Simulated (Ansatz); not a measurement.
`B[Si](O)(O)F` + HCl → `B[Si](O)(F)Cl` + H₂O  (ligand exchange at the Si–O bond)

Program: Ansatz. Geometries: PBE0-D4/def2-TZVP. ΔE: electronic, gas phase. CCSD(T)/CBS adds triple-zeta CCSD(T) − MP2 to the extrapolated MP2 energy (def2 sets, frozen cores). This one scheme is used for every species. DFT in def2-TZVPP. B3LYP here is the variant with VWN-RPA as its local correlation; programs differ in this. HSE06 is defined as in plane-wave codes. Each species was taken in one conformer, which may not be the lowest.

```tsv
level	ΔE (kcal/mol)	difference from CCSD(T)/CBS
LDA (SPW92)	1.0	0.2
PBE-D4	-0.8	-1.6
revPBE-D4	-1.2	-2.0
BLYP-D4	0.7	-0.1
r2SCAN-D4	0.6	-0.2
PBE0-D4	-0.4	-1.2
B3LYP-D4	1.1	0.3
r2SCANh-D4	0.7	-0.1
r2SCAN0-D4	0.7	-0.1
HSE06-D4	-0.5	-1.3
BHLYP-D4	1.7	0.9
CAM-B3LYP-D4	2.5	1.7
ωB97X-V	1.3	0.5
ωB97M-V	1.1	0.3
B2PLYP	1.8	1.0
PBE-QIDH	0.6	-0.2
revPBE	-0.7	-1.5
BLYP	1.6	0.8
r2SCAN	0.7	-0.1
PBE0	0.0	-0.8
B3LYP	1.9	1.1
r2SCANh	0.8	0.0
HSE06	0.0	-0.8
BHLYP	2.6	1.8
CAM-B3LYP	3.0	2.2
LC-ωPBE	1.4	0.6
RPA@PBE/def2-TZVPP	2.6	1.8
HF/def2-SVP	1.9	1.1
MP2/def2-SVP	1.2	0.4
CCSD/def2-SVP	1.8	1.0
CCSD(T)/def2-SVP	1.6	0.8
HF/def2-TZVPP	3.3	2.5
MP2/def2-TZVPP	1.0	0.2
SCS-MP2/def2-TZVPP	1.9	1.1
CCSD/def2-TZVPP	2.6	1.8
HF/def2-QZVPP	3.4	2.6
MP2/def2-QZVPP	0.3	-0.5
SCS-MP2/def2-QZVPP	1.2	0.4
HF/CBS(def2)	3.4	2.6
CCSD/CBS(def2)	1.2	0.4
CCSD(T)/CBS	0.8	0
```

Largest T1 diagnostic among the species: 0.012.

The D4 term adds −0.8 kcal/mol with B3LYP and −0.4 kcal/mol with PBE0; it sums over pairs of atoms, weighted by their polarisabilities, and B3LYP, whose exchange is more repulsive, gets the larger term. At CCSD(T), def2-SVP lies +0.8 kcal/mol from the extrapolated value and def2-TZVPP +1.3 kcal/mol. From BLYP to BHLYP (50 % exact exchange), in def2-TZVPP and without D4, ΔE moves by +1.0 kcal/mol.
